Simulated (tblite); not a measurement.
Run record: tight-binding relaxation, `CO[SiH2][SeH]`.

Computed with GFN2-xTB geometry optimisation, gas phase (tblite 0.8.0). Start geometry: from a force field or distance geometry. The input is one job of a driver script: a line of settings, then coordinates in Å.

Command:
```bash
OMP_NUM_THREADS=1 python probes_run.py task.json out
```

Input:
```
{"job": {"kind": "relax", "xc": "GFN2-xTB", "basis": "xTB"}, "charge": 0, "multiplicity": 1}
C     -1.512900    -0.521600    -0.115800
O     -0.327900    -0.422100    -0.851100
Si     0.652700     0.694100     0.033800
Se     2.680900    -0.129400     0.580700
H     -2.172200     0.327300    -0.442900
H     -1.238300    -0.344400     0.950000
H     -2.007500    -1.492600    -0.239000
H      0.749200     1.933000    -0.755800
H     -0.032600     1.043500     1.300700
H      3.217700    -1.083100    -0.483200
```

**Question.** What does the run print?

**Answer.** 
```
step      E/eV     max force
  0    -386.54628    2.538
  1    -386.73477    1.594
  2    -386.86567    1.832
  3    -386.92612    0.910
  4    -387.04177    0.678
  5    -387.10543    0.806
  6    -387.16274    0.796
  7    -387.19514    0.629
  8    -387.21623    0.453
  9    -387.23678    0.649
... (63 lines left out)
 73    -387.47406    0.054
 74    -387.47450    0.057
 75    -387.47499    0.056
 76    -387.47525    0.051
 77    -387.47554    0.041
 78    -387.47589    0.048
 79    -387.47637    0.047
 80    -387.47660    0.037
 81    -387.47656    0.060
 82    -387.47672    0.004
```

«max force» is the largest atomic force in eV/Å.

**Question.** From which step on does the largest force stay under 0.1 eV/Å, and how much energy is left to gain from there?

**Answer.** From step 69 (0.091 eV/Å), 8.8 meV above the end.

Summary of the converged run: energy lowered by 21.5 kcal/mol over 82 steps; largest atomic force 0.004 eV/Å at the end.

**Question.** Give the final coordinates.

**Answer.** 0.550 Å rms from the input after alignment:
```
atom  x, y, z in Å
C1    -1.4841   -0.5847   -0.1605
O2    -0.0950   -0.4589   -0.1410
Si3    0.7548    0.8659    0.2252
Se4    2.8602    0.0686    0.0035
H5    -1.9321    0.1522   -0.8295
H6    -1.8971   -0.4450    0.8403
H7    -1.7248   -1.5872   -0.5137
H8     0.5234    1.9521   -0.7233
H9     0.5216    1.3147    1.5955
H10    2.4820   -1.2730   -0.3188
```

Hardware: one thread, Intel Xeon at 2.70 GHz (x86_64), no GPU, on a shared host. Cost: 0.49 s.
Labels such as C1 count atoms from 1, the log's own numbers from 0.
